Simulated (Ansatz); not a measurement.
`[NH2][Y]([OH])[OH]`. The species carries charge 0 and has multiplicity 1. Y: def2 effective core potential. The geometry is a stationary point of PBE0-D4/def2-TZVP. It is one conformer, not always the lowest.

```xyz
8

N    -1.297    0.277    1.190
Y     0.268   -0.056   -0.249
O     1.858    1.206   -0.170
O     0.004   -1.601   -1.539
H    -2.153   -0.256    1.291
H    -1.326    0.996    1.902
H     2.652    1.728   -0.233
H    -0.005   -2.293   -2.193
```

Task: What is the dipole moment at ωB97M-V/def2-TZVPP? (An estimate is asked.)

Result: Computed: 0.77 D, with components (0.56, -0.12, -0.52) D in this frame, pointing from negative to positive charge.

Task: And with PBE, r2SCAN, B3LYP? (Best estimate.)

Result: The calculation gave: PBE 0.64 D, r2SCAN 0.68 D, B3LYP 0.70 D.

Task: Give the Mulliken charges with ωB97M-V, r2SCAN, B3LYP in def2-TZVPP. (Best estimate.)

Result: The calculation gave: 
```
atom  ωB97M-V  r2SCAN  B3LYP
  N1    -0.49   -0.60  -0.56
  Y2     1.14    1.23   1.21
  O3    -0.56   -0.63  -0.60
  O4    -0.56   -0.63  -0.60
  H5     0.08    0.12   0.11
  H6     0.08    0.12   0.11
  H7     0.15    0.19   0.17
  H8     0.15    0.19   0.17
```

B3LYP here is the variant with VWN-RPA as its local correlation; programs differ in this.
